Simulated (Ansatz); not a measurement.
TcS4, that is [TcS4]- with one electron fewer, relaxed as a doublet with UKS PBE0-D4/def2-SVPD in Ansatz, starting from the PBE0-D4/def2-SVPD geometry of the charge -1 singlet. Force threshold 0.02 eV/Å.

In the def2 sets Tc takes a core potential; there is no spin–orbit coupling.

Start:

```xyz
5

Tc    0.000    0.000    0.000
S    -1.810   -0.858   -0.701
S     1.281   -1.534    0.712
S    -0.425    1.356    1.577
S     0.953    1.037   -1.587
```

(1) Estimate the energy that the relaxation releases and the steps that it takes.

(2) Does the start keep its bonding and symmetry?

(3) Predict the relaxed structure.

## Answers

(1) 4.2 kJ/mol, in 4 steps; 66 s on 2 threads of Arm Neoverse N1 on a shared host. No frequencies were taken in this run, so the end may be a saddle point.

(2) By distances, no bond broke or formed. The bond that changes most is Tc1–S4, from 2.12 to 2.08 Å (atoms count from 1). Point group Td at the start, C3v at the end, both within 0.05 Å.

(3) 
Cartesian coordinates in Å:
```
Tc -0.010 0.032 0.037
S -1.783 -0.866 -0.714
S 1.272 -1.534 0.683
S -0.427 1.362 1.584
S 0.947 1.007 -1.590
```
Bond lengths: 4 × S–Tc 2.08 to 2.12 Å.
